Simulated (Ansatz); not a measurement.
Single points on `CC1(C)c2ccccc2-c2ccccc21`.

```yaml
crystal:
  periodic: [false, false, false]
  atoms:
    - {symbol: C, position_ang: [0.317313, 1.928038, 1.429486]}
    - {symbol: C, position_ang: [0.160364, 1.179469, 0.100412]}
    - {symbol: C, position_ang: [0.237839, 2.154527, -1.080439]}
    - {symbol: C, position_ang: [1.194143, 0.074721, -0.031705]}
    - {symbol: C, position_ang: [2.578428, 0.180463, -0.066774]}
    - {symbol: C, position_ang: [3.345042, -0.980771, -0.195664]}
    - {symbol: C, position_ang: [2.730468, -2.232116, -0.285947]}
    - {symbol: C, position_ang: [1.341033, -2.344021, -0.251802]}
    - {symbol: C, position_ang: [0.576695, -1.184903, -0.123502]}
    - {symbol: C, position_ang: [-0.872815, -0.993142, -0.060847]}
    - {symbol: C, position_ang: [-1.919766, -1.912785, -0.109838]}
    - {symbol: C, position_ang: [-3.230199, -1.443822, -0.026093]}
    - {symbol: C, position_ang: [-3.488950, -0.077053, 0.103385]}
    - {symbol: C, position_ang: [-2.439237, 0.844054, 0.152138]}
    - {symbol: C, position_ang: [-1.132031, 0.382334, 0.070159]}
    - {symbol: H, position_ang: [0.263303, 1.233814, 2.280889]}
    - {symbol: H, position_ang: [-0.477040, 2.681481, 1.548308]}
    - {symbol: H, position_ang: [1.286544, 2.449266, 1.470800]}
    - {symbol: H, position_ang: [0.125451, 1.623700, -2.037170]}
    - {symbol: H, position_ang: [-0.557381, 2.913282, -1.011842]}
    - {symbol: H, position_ang: [1.205900, 2.679476, -1.089270]}
    - {symbol: H, position_ang: [3.069408, 1.155052, 0.004350]}
    - {symbol: H, position_ang: [4.435145, -0.910015, -0.225084]}
    - {symbol: H, position_ang: [3.344763, -3.130260, -0.386545]}
    - {symbol: H, position_ang: [0.862545, -3.323918, -0.324098]}
    - {symbol: H, position_ang: [-1.719838, -2.982461, -0.210793]}
    - {symbol: H, position_ang: [-4.062866, -2.150546, -0.062790]}
    - {symbol: H, position_ang: [-4.521790, 0.274331, 0.166321]}
    - {symbol: H, position_ang: [-2.652501, 1.911808, 0.253956]}
basis:
  gaussian: {orbitals: def2-SVP, initial_orbitals: start.molden}
correlation: {method: mp2}
scf: {omitted_lower_state_checks: [starts]}
output: {orbitals: {seedname: orbitals}}
```

The file start.molden holds the orbitals of an earlier run on this structure, at another level or in another basis.

```sh
$ ansatz run in.yaml --threads 4 --pin off --events-out ev --progress --plain --max-ram 6963MiB
```

It prints (some lines left out):

```
Functional definition: HF
2913 factors; integrals over basis functions are off by at most 1.5e-3 eV
mean field evaluation 1: about -15666.0371 eV, gradient 3.2e1 eV
mean field evaluation 2: about -15667.7411 eV, gradient 1.4e0 eV
mean field evaluation 4: about -15667.7698 eV, gradient 1.2e-1 eV
mean field evaluation 8: about -15667.7699 eV, gradient 1.5e-6 eV
mean field -15667.76987533 eV, -575.7799229224 hartree, gradient 1.5e-6 eV, S^2 0.000000; 0 other end points of the search recorded, 0 dependent functions left out; unrestricted orbitals would lower it
15 core orbitals not correlated: weight in the atoms' cores, before any rotation towards them, 1.000 or more for the frozen orbitals, at most 0.000 for the correlated occupied ones
reference -15667.76987533 eV, -575.7799229224 hartree; 37, 37 occupied and 228, 228 virtual orbitals, 2913 factors
second order -53.95068094 eV of doubles, -0.00000000 eV of singles
Total energy: -15721.72055626 eV, -577.7625738777 hartree
Checks for a lower state left out: starts
```

It took 17 s on 4 threads of Arm Neoverse V1 on a shared host, peak host memory 1.3 GiB.

The first input with `hamiltonian: {xc: pbe0, dispersion: d4}` and without the key `correlation` (abridged; 13 s):

```
Functional definition: PBE0
mean field -15754.14974403 eV, -578.9543245469 hartree, gradient 1.8e-5 eV, S^2 0.000000
Total energy: -15755.09009255 eV, -578.9888817175 hartree
Checks for a lower state left out: starts
```

As the first input, with `gaussian: {orbitals: def2-TZVP, initial_orbitals: start.molden}`, `hamiltonian: {xc: pbe0, dispersion: d4}`, `output: {forces: true, orbitals: {seedname: orbitals}}` and without the key `correlation` (abridged; 60 s):

```
Functional definition: PBE0
mean field -15770.41150996 eV, -579.5519334222 hartree, gradient 1.6e-5 eV, S^2 0.000000
Total energy: -15771.35186657 eV, -579.5864908903 hartree
Atom 0 force     0.022534     0.113715     0.147948 eV/Å
Atom 1 force    -0.011091    -0.082426    -0.004450 eV/Å
Atom 2 force     0.011555     0.137763    -0.126697 eV/Å
Atom 3 force     0.120678    -0.190910    -0.013336 eV/Å
Atom 4 force    -0.061843    -0.053041    -0.007179 eV/Å
Atom 5 force    -0.042996     0.003680     0.010827 eV/Å
Atom 6 force    -0.046592     0.037665    -0.007916 eV/Å
Atom 7 force     0.025145     0.063756     0.011277 eV/Å
Atom 8 force     0.159651     0.054099    -0.010964 eV/Å
Atom 9 force    -0.139525     0.091784     0.015569 eV/Å
Atom 10 force    -0.006592     0.068318     0.012887 eV/Å
Atom 11 force     0.053274     0.024782    -0.004284 eV/Å
Atom 12 force     0.042476    -0.007916    -0.004264 eV/Å
Atom 13 force     0.046390    -0.067320    -0.004837 eV/Å
Atom 14 force    -0.167593    -0.151859    -0.013635 eV/Å
Atom 15 force     0.012352     0.168856    -0.223429 eV/Å
Atom 16 force     0.193116    -0.192264    -0.040330 eV/Å
Atom 17 force    -0.238808    -0.135442    -0.020813 eV/Å
Atom 18 force     0.027674     0.126132     0.248592 eV/Å
Atom 19 force     0.193647    -0.195619    -0.007510 eV/Å
Atom 20 force    -0.237902    -0.138611     0.011926 eV/Å
Atom 21 force    -0.130402    -0.263604    -0.020747 eV/Å
Atom 22 force    -0.306970    -0.023010     0.008726 eV/Å
Atom 23 force    -0.170389     0.254052     0.029888 eV/Å
Atom 24 force     0.138920     0.259937     0.019953 eV/Å
Atom 25 force    -0.064712     0.287035     0.025799 eV/Å
Atom 26 force     0.232918     0.200193     0.010917 eV/Å
Atom 27 force     0.290241    -0.101402    -0.015743 eV/Å
Atom 28 force     0.054842    -0.288345    -0.028173 eV/Å
Dipole moment:     0.014036     0.103460     0.008543 e Å
Checks for a lower state left out: starts
```

Geometry: PBE0-D4/def2-SVP.

Correlated methods freeze 15 core orbitals. At MP2/def2-SVP the restricted singlet (for correlated methods, its reference) is unstable: a solution with broken spin symmetry lies lower.
